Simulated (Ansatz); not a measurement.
The cluster Si3B⁻, relaxed as a singlet with RKS PBE0-D4/def2-TZVPD in Ansatz, starting from the GFN1-xTB geometry. Force threshold 0.02 eV/Å.

The structure comes from a short search, and lower isomers may exist.

Start:

```xyz
4

B    -0.410   -0.740    0.271
Si    1.494   -0.960    0.295
Si   -1.645    0.721    0.130
Si    0.561    0.979   -0.696
```

| step | energy (eV) | largest force component (eV/Å) | SCF passes |
| --- | --- | --- | --- |
| 1 | -24297.9176 | 0.925 | 17 |
| 2 | -24297.9828 | 0.448 | 22 |
| 3 | -24298.0116 | 0.113 | 23 |
| 4 | -24298.0174 | 0.055 | 20 |
| 5 | -24298.0186 | 0.019 | 22 |

Force components are those of the run's own axes.

End:

```xyz
4

B    -0.337   -0.591    0.379
Si    1.486   -1.048    0.214
Si   -1.707    0.662    0.046
Si    0.557    0.977   -0.639
```

By distances, no bond broke or formed. The bond that changes most is B1–Si4, from 2.20 to 2.07 Å (atoms count from 1).

No frequencies were taken in this run, so the end may be a saddle point.

It took 12 s on 2 threads of Arm Neoverse V2 on a shared host.
